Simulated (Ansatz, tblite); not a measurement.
Forces on In₅ at its PBE0-D4/def2-SVP geometry. Charge 0, multiplicity 2.

In the def2 sets In takes a core potential; there is no spin–orbit coupling. The xTB rows come from tblite. The structure comes from a short search, and lower isomers may exist.

GFN1-xTB (tblite), largest force 0.41 eV/Å:

```xyz
5
positions Å, forces eV/Å
In   -2.084    0.657   -0.388    0.360    0.073    0.122
In   -0.294   -1.389    2.081    0.026    0.113   -0.165
In    0.362    2.271   -0.701   -0.016   -0.195    0.017
In    2.211    0.026   -0.197   -0.352    0.185    0.089
In   -0.195   -1.565   -0.795   -0.018   -0.176   -0.062
```

r2SCAN-D4/def2-TZVP (Ansatz), largest force 0.26 eV/Å:

```
In 0.217 -0.047 0.017
In 0.018 0.046 -0.250
In -0.017 -0.170 0.034
In -0.230 0.026 -0.005
In 0.012 0.145 0.205
```
